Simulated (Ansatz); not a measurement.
`O[SiH2][SiH2][SiH2]F` + `SS` → `F[SiH2]SS` + `O[SiH2][SiH3]`  (cleavage of the Si–Si bond)

Calculated with Ansatz (gas phase, PBE0-D4/def2-TZVP geometries, no zero-point term in ΔE). CCSD(T)/CBS is the MP2 limit (def2-TZVPP, def2-QZVPP) plus CCSD(T) − MP2 in def2-TZVPP, frozen cores. This one scheme is used for every species. Functionals use def2-TZVPP. B3LYP here is the variant with VWN-RPA as its local correlation; programs differ in this. Each species was taken in one conformer, which may not be the lowest.

`O[SiH2][SiH2][SiH2]F`:

Cartesian coordinates in Å:
```
O -0.743 1.950 -0.394
Si 0.843 1.478 -0.330
Si 0.792 -0.594 0.754
Si -1.127 -1.689 -0.020
F -1.153 -3.216 0.484
H -0.945 2.797 -0.795
H 1.680 2.485 0.384
H 1.414 1.327 -1.700
H 0.734 -0.426 2.232
H 2.014 -1.371 0.407
H -2.358 -1.030 0.483
H -1.150 -1.711 -1.506
```

`SS`:

Cartesian coordinates in Å:
```
S -0.735 -0.819 0.236
S 0.991 0.255 0.468
H -1.599 0.208 0.124
H 1.343 0.355 -0.828
```

`F[SiH2]SS`:

Z-matrix (Å, degrees):
```
Si
S 1 2.134
F 1 1.599 2 108.3
H 1 1.480 2 109.6 3 117.8
H 1 1.477 2 110.0 3 -118.2
S 2 2.068 1 87.9 3 179.1
H 6 1.347 2 98.2 1 90.1
```

`O[SiH2][SiH3]`:

Z-matrix (Å, degrees):
```
Si
Si 1 2.347
O 1 1.654 2 112.4
H 1 1.484 2 110.6 3 117.6
H 1 1.493 2 108.5 3 -123.5
H 2 1.489 1 110.0 3 177.8
H 2 1.491 1 110.1 3 58.6
H 2 1.488 1 111.4 3 -61.5
H 3 0.958 1 117.6 2 -58.8
```

```tsv
level	ΔE (kcal/mol)	difference from CCSD(T)/CBS
PBE-D4	-13.2	2.0
r2SCAN-D4	-14.9	0.3
PBE0-D4	-13.6	1.6
B3LYP-D4	-14.0	1.2
ωB97X-V	-14.1	1.1
ωB97M-V	-15.8	-0.6
B2PLYP	-15.2	0.0
PBE	-13.2	2.0
r2SCAN	-14.9	0.3
PBE0	-13.6	1.6
B3LYP	-13.9	1.3
HF/def2-TZVPP	-14.7	0.5
MP2/def2-TZVPP	-17.2	-2.0
SCS-MP2/def2-TZVPP	-16.5	-1.3
CCSD/def2-TZVPP	-14.4	0.8
CCSD(T)/def2-TZVPP	-14.8	0.4
HF/def2-QZVPP	-14.6	0.6
MP2/def2-QZVPP	-17.4	-2.2
SCS-MP2/def2-QZVPP	-16.6	-1.4
HF/CBS(def2)	-14.6	0.6
MP2/CBS(def2)	-17.5	-2.3
CCSD/CBS(def2)	-14.7	0.5
CCSD(T)/CBS	-15.2	0
```

Largest T1 diagnostic among the species: 0.013.
